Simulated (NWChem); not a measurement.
Species: CH₃AlBrCl; SMILES [CH3][Al]([Cl])[Br]

Program: NWChem. Structure relaxed at the PBE0/def2-SVP level. Ions are spin-unrestricted doublets at the neutral geometry; other ion states weren't tried.

For level B3LYP/def2-SVP:

| Quantity | Result |
|---|---|
| −ε(HOMO) (eV) | 8.08 |

Q: How do the values read with level PBE/def2-SVP instead?

A: 
- −ε(HOMO) (eV): 7.09
